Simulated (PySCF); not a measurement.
## Computed properties of In(H)2(NEtMe) (C₃H₁₀InN), SMILES CC[N](C)[InH2]

In(H)2(NEtMe) (C3H10InN), SMILES CC[N](C)[InH2]. The structure is a stationary point at B3LYP-D3(BJ)/def2-SVP. The def2 effective core potentials stand for the cores of In; spin–orbit coupling is left out. The values are those of a single conformer. All values are computed for the isolated molecule unless a solvent is named; none is compared with measurement here.

**Structure.** All 39 harmonic modes at B3LYP-D3(BJ)/def2-SVP (PySCF) are real, so it is a minimum. With heavy atoms numbered as in [InH2:1][N:4]([CH3:5])[CH2:6][CH3:7], the shortest bond between them is N4–C5 at 1.447 Å and the longest In1–N4 at 2.051 Å.

**Vibrations.** The strongest infrared lines (harmonic, unscaled, degenerate partners summed) lie at 1801 cm⁻¹ (245 km/mol, H 99 %), 2951 cm⁻¹ (164 km/mol, H 95 %), 544 cm⁻¹ (124 km/mol, H 68 %, C 15 %, N 13 %). The softest mode is at 61 cm⁻¹ and the zero-point energy is 75.9 kcal/mol.

**Electronic structure.** ωB97X/def2-TZVP (PySCF) places the frontier levels at -8.21 and 0.40 eV, a gap of 8.61 eV, and gives a dipole moment of 0.05 D and a mean polarisability of 85.5 bohr³. PBE/def2-TZVP (PySCF) at the same geometry gives -4.80 and -1.91 eV, so its gap is 5.72 eV narrower. An orbital gap is neither the optical nor the fundamental gap.

**Excitations.** TDA-ωB97X/def2-SVPD (PySCF) has S1 at 4.57 eV (271 nm, f = 0.146, bright); the most intense of the 10 singlets computed lies at 4.57 eV (f = 0.15). T1 (TDA) is at 3.62 eV, 0.95 eV under S1. TDA-PBE/def2-SVPD (PySCF) puts S1 at 3.77 eV. No vertical singlet excitation falls in the visible range (under 3.1 eV).
